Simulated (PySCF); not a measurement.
Species: C7H7N.
Geometry (PBE0-D3(BJ)/def2-SVP, Å), atoms numbered from 1 in this order:
```
atom  x, y, z in Å
C1    -3.1044    0.0325    0.3454
C2    -1.7798    0.2504    0.3106
C3    -0.8035   -0.8171    0.2684
C4     0.5472   -0.6899    0.2318
C5     1.2714    0.5552    0.2293
C6     2.6214    0.6673    0.1913
C7     3.5015   -0.4499    0.1478
N8     4.2265   -1.3564    0.1120
H9    -3.8179    0.8587    0.3769
H10   -3.5134   -0.9826    0.3432
H11   -1.4178    1.2834    0.3144
H12   -1.2127   -1.8333    0.2656
H13    1.1505   -1.6027    0.2017
H14    0.7025    1.4879    0.2601
H15    3.0938    1.6527    0.1926
```

Linear response at CAM-B3LYP/def2-SVPD (PySCF, frozen core in the response, non-relativistic).

Static isotropic polarisability: 110.31 au (16.35 Å³), principal values 54.1, 79.4, 197.4 au.

Task: What is the polarisability at 1064 nm and at the sodium D line?

Result: 113.66 au at 1064 nm (+3.0 %), 123.13 au at 589.3 nm (+11.6 %). The rise at 589.3 nm is 3.82 times that at 1064 nm; a pure ω² law gives 3.26. The lowest singlet lies at 280 nm, shorter than both wavelengths.

Task: What is the isotropic C6 coefficient between two such molecules, C6 = (3/π)∫α(iω)² dω?

Result: 3484 au (Eh·bohr⁶) by a ten-point quadrature over imaginary frequencies, which is 2080 eV·Å⁶ or 201 J·nm⁶/mol.

Task: Which effective excitation energy ω̄ makes London's formula C6 = (3/4)α²ω̄ exact here?

Result: ω̄ = 4·C6/(3α²) = 0.382 Eh = 10.4 eV. A one-pole form α(ω) = α/(1 − ω²/ω̄²) fitted to the 1064 nm value gives 6.8 eV.

Task: What molar refraction at the D line follows from R = (4π/3)·N_A·α′, with α′ the polarisability volume?

Result: α′ = 18.25 Å³ gives R = 46.03 cm³/mol, for isolated, non-vibrating species.

Task: How many electrons N does the Slater–Kirkwood formula C6 = (3/4)·√N·α^(3/2) need to give this C6?

Result: N = (4·C6/3)²/α³ = 16.1; the species has 56 electrons in all.

Task: What n − 1 at the D line would an ideal gas of it have at 273.15 K and 1 atm (2.6868 × 10¹⁹ cm⁻³), by n − 1 = 2π·N·α′?

Result: 30.80 × 10⁻⁴, a formal value whether or not that pressure can be reached.

One conformer stands for the species.
